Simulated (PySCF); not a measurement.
Isomers of C4H13BO2Si. Method: PBE0-D3(BJ)/def2-SVP geometry optimisation, gas phase (PySCF). One conformer each; no zero-point energy, no entropy. No frequencies were run at this level. Point groups hold within 0.08 Å.

**Question.** Rank from lowest to highest electronic energy at this level (kcal/mol).
A. `[BH3-:1][O+:2]1[CH2:3][CH2:4][CH2:5][C@H:6]1[O:7][SiH3:8]` with C5–C6–O7–Si8 178°, B1–O2–C3–C4 -160°, O2–C3–C4–C5 34°, C3–C4–C5–C6 -41°, C4–C5–C6–O7 -85°
B. `[CH3:1][C:2]([CH3:3])([CH3:4])[SiH2:5][B:6]([OH:7])[OH:8]` with C2–Si5–B6–O7 -160°, Si5–B6–O7–H 2°, Si5–B6–O8–H 180°

**Answer.** B (0.0), A (71.9).

As drawn, the lower has an O–H bond and an Si–C bond, which the higher lacks; the higher has an Si–O bond, which the lower lacks.

```
                     SMILES      E (Eh)  E rel (kcal/mol)  dipole (D)  point group       A, B, C (MHz)
        CC(C)(C)[SiH2]B(O)O  -624.31977               0.0        1.26           C1  2769, 967.1, 866.0
[BH3-][O+]1CCC[C@H]1O[SiH3]  -624.20511              71.9        4.54           C1    2559, 1279, 1005
```

**Question.** How do the relative energies change in single points at PBE0/pcSseg-1 (no added dispersion term) on the same geometries?

**Answer.** 
```csv
SMILES,PBE0-D3(BJ)/def2-SVP (kcal/mol),PBE0/pcSseg-1 (kcal/mol),shift
CC(C)(C)[SiH2]B(O)O,0.0,0.0,0.0
[BH3-][O+]1CCC[C@H]1O[SiH3],71.9,72.8,+0.9
```

Each column counts from its own lowest isomer. The order is unchanged; the largest shift is 0.9 kcal/mol.
